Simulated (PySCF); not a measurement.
C4H10OSi. Atoms are numbered in the order given.

```xyz
16

C      3.6176    -0.3611    -0.4145
C      2.2798    -0.3209     0.2446
C      1.1413    -0.0509    -0.3986
O     -0.0579    -0.0079     0.2269
C     -1.1831     0.2087    -0.5907
Si    -2.7254     0.2401     0.5132
H      4.0973    -1.3480    -0.3004
H      4.3103     0.3763     0.0257
H      3.5463    -0.1482    -1.4922
H      2.2183    -0.5206     1.3200
H      1.1192     0.1586    -1.4776
H     -1.1028     1.1668    -1.1420
H     -1.2890    -0.5893    -1.3522
H     -2.8761    -1.0639     1.2220
H     -3.9177     0.4715    -0.3594
H     -2.6200     1.3439     1.5113
```

Geometry: PBE0-D3(BJ)/def2-SVP. The structure was generated by enumeration; whether it is a known compound was not checked. One conformer was computed; it need not be the lowest.

All values below come from PySCF with PBE/pcSseg-1.

GIAO shieldings, no solvent; atoms alike by connectivity are averaged. δ = σ(ref) − σ: ¹³C against TMS (σ = 182.0 ppm); ¹⁷O against H2O (σ = 334.3 ppm); ²⁹Si against TMS (σ = 335.4 ppm); ¹H against TMS (σ = 31.49 ppm), references at their B3LYP-D3(BJ)/def2-TZVP geometries, non-relativistic.

```csv
atoms,nucleus,count,δ (ppm)
C3,¹³C,1,156.5
C2,¹³C,1,[?]
C5,¹³C,1,61.9
C1,¹³C,1,[?]
O4,¹⁷O,1,[?]
Si6,²⁹Si,1,-71.3
H11,¹H,1,6.17
H10,¹H,1,5.18
"H14, H15, H16",¹H,3,4.26
"H12, H13",¹H,2,[?]
"H7, H8, H9",¹H,3,[?]
```

Task: What belongs in the gaps? (Estimate from the structure and the level; the computed values follow.)

Result: 
- H7, H8, H9, δ (ppm): 1.94
- C2, δ (ppm): 105.1
- O4, δ (ppm): 105.3
- H12, H13, δ (ppm): 3.92
- C1, δ (ppm): 18.1
